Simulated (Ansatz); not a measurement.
CH3ISSe (SMILES CS[Se]I), singlet, at a GFN2-xTB geometry (all electrons, no relativity); Ansatz (a program for electronic structure) with SC-NEVPT2/STO-3G, CASSCF(2,3).

Here is a job for Ansatz.
Ansatz 0.2 input:
```yaml
crystal:
  periodic: [false, false, false]
  atoms:
    - {symbol: Se, position_ang: [-0.09932295, -0.62882398, 1.02133420]}
    - {symbol: I, position_ang: [0.68487946, 1.31246121, -0.37629989]}
    - {symbol: S, position_ang: [-0.67434349, -2.12545026, -0.40049024]}
    - {symbol: C, position_ang: [-2.35340805, -1.60294709, -0.89465854]}
    - {symbol: H, position_ang: [-3.00176801, -1.55276730, -0.02522061]}
    - {symbol: H, position_ang: [-2.70874065, -2.36189461, -1.58354048]}
    - {symbol: H, position_ang: [-2.30117850, -0.64087985, -1.39691236]}
basis:
  gaussian:
    orbitals: STO-3G
magnetization: {spin_polarized: false}
correlation: {method: sc_nevpt2, electrons: all, active_space: {window: {electrons: 2, orbitals: 3}}}
```

Problem. What does Ansatz print? Leave out banner, timings and long lists.

Solution. 
```
Functional definition: HF
678 factors; integrals over basis functions are off by at most 2.1e-5 eV
mean field evaluation 1: about -262768.9828 eV, gradient 1.2e1 eV
mean field evaluation 2: about -262769.0481 eV, gradient 1.2e1 eV
mean field evaluation 4: about -262769.8972 eV, gradient 1.0e0 eV
mean field evaluation 8: about -262769.9065 eV, gradient 9.2e-7 eV
mean field -262769.90647854 eV, -9656.6159512467 hartree, gradient 7.6e-6 eV, S^2 0.000000; 0 other end points of the search recorded, 0 dependent functions left out
reference -262769.90647854 eV, -9656.6159512467 hartree; 56, 56 occupied and 6, 6 virtual orbitals, 678 factors
state -262770.30904113 eV, -9656.6307451489 hartree
state -262770.30904113 eV, -9656.6307451489 hartree; corrected -262772.65352381 eV, -9656.7169032981 hartree
Total energy: -262772.65352381 eV, -9656.7169032981 hartree
```
